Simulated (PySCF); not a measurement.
An unknown shows these calculated signals:

¹H NMR (600 MHz, computed): δ 5.70 (br s, 1H), 5.27 (m, 2H), 5.25 (m, 1H), 2.43 (m, 2H).

¹³C{¹H} NMR (computed): δ 181.3 (C), 166.9 (C), 101.9 (CH), 28.2 (CH2).

PySCF calculation with σ from GIAO-PBE0/pcSseg-1 and GFN2-xTB structure; one computed conformer, no solvent, equivalent nuclei averaged, non-relativistic.

References, each an isolated molecule treated in the same way: ¹H and ¹³C against TMS.

Which of these does the molecule contain: a carboxylic acid, an amide, a non-aromatic C=C double bond, an NH or NH2 group, an S-methyl group, an OH group?

## Answers


- A carboxylic acid: yes (δC 166.9; δH 5.70 (br s)).
- An amide: no.
- A non-aromatic C=C double bond: yes.
- An NH or NH2 group: no.
- An S-methyl group: no.
- An OH group: yes (δH 5.70 (br s)).

The data belong to `O=C(O)/C=C(\F)C[SiH2]F`, C4H6F2O2Si; they needn't prove each group on their own.

Carbon signals by region: 2 in the far downfield region (above 160 ppm), 1 in the sp2 and nitrile region (100–160 ppm), 1 below 50 ppm. Above 160 ppm: 181.3, β carbon of a C=C–C=O unit, 166.9, carboxylic acid carbon.

OH and NH positions are those of a molecule without intermolecular hydrogen bonds; in solution they move with solvent, concentration and temperature, and exchange usually removes their couplings. Splittings by ¹⁹F in the carbon and heteronuclear signals aren't shown, as no couplings were computed. Shifts are as computed. Against solution values, carbons near 30 ppm lie about +3 ppm off and those near 130 ppm about +5 ppm. Of 1309 compounds with measured shifts, 239 miss one by over three times the rms of a fit or turn the order of signals round; such compounds aren't used in these exercises. Hydrogen bonding in solution deshields acid and N–H amide carbonyl carbons by as much as 10 ppm beyond these values. Multiplicities follow the n + 1 count of equivalent neighbours, as no J values were calculated; m marks all less simple cases, F and P coupling included.
